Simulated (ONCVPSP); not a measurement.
# phosphorus: one change to an ONCV potential, before and after

ONCVPSP 4.0.1 input, shortened (lines: element, Z, core and valence counts, functional; n l f; lmax; l rc ep ncon nbas qcut; lloc lpopt rc5 dvloc0; l nproj debl; icmod fcfact rcfact), PBE, scalar-relativistic:

```
  P 15.00    3    2        4      upf
    1    0    2.00
    2    0    2.00
    2    1    6.00
    3    0    2.00
    3    1    1.50
    2
    0    1.45    0.00    3    6    3.80
    1    1.35    0.00    4    9    4.90
    2    1.30    0.03    4    8    7.70
    4    5    0.95    3.00
    0    2    0.70
    1    2    3.00
    2    2    0.60
    1    0.15    0.00
```

In the s channel the program set the typed energies aside and used -1.047, 0.250 Ha.

Change: s: qcut 4; p: qcut 5.2; d: qcut 8.1.

Cutoffs: the cutoffs (Ha) at which the residual kinetic energy of the hardest occupied pseudo-wave falls to 1 and 0.1 mHa per electron; they do not see the model core or the augmentation charge, which bear on the density cutoff. Errors are all-electron minus pseudo energies relative to the spin-unpolarised reference configuration.

**Question.** How do hardness, ghosts and transferability respond?

**Answer.** The potential gets neither clearly harder nor softer (21 Ha and 94 Ha → 17 Ha and 96 Ha); the errors of the 4 common tests hardly move; neither file shows a bound ghost.

| quantity | base | changed |
| --- | --- | --- |
| cutoff, loose | 21 Ha | 17 Ha |
| cutoff, tight | 94 Ha | 96 Ha |
| loose cutoff by channel | s 21 Ha, p 5.5 Ha | s 17 Ha, p 5.5 Ha |
| bound ghosts | none | none |
| GHOST(+) flags under 300 eV | s at 130.1 eV | s at 129.0 eV |
| error for 3s2 3p3, meV [ΔE -18.04 eV] | +6.2 | +6.1 |
| error for 3s2 3p2, meV [ΔE -8.32 eV] | +1.5 | +1.5 |
| error for 3s2 3p1, meV [ΔE 10.83 eV] | +1.5 | +1.4 |
| error for 3s2 3p0, meV [ΔE 40.57 eV] | +27 | +26 |
| s: phases at 1.47 bohr within 0.05 rad from the reference energy up to (Ha; the scan ends near 5) | 3.5 | 3.5 |
| p: phases at 1.37 bohr within 0.05 rad from the reference energy up to (Ha; the scan ends near 5) | to the end of the scan | to the end of the scan |
| d: phases at 1.32 bohr within 0.05 rad from the reference energy up to (Ha; the scan ends near 5) | to the end of the scan | to the end of the scan |
| rms error of d²Exc/dni dnj with the model core, mHa | 0.89 | 0.95 |
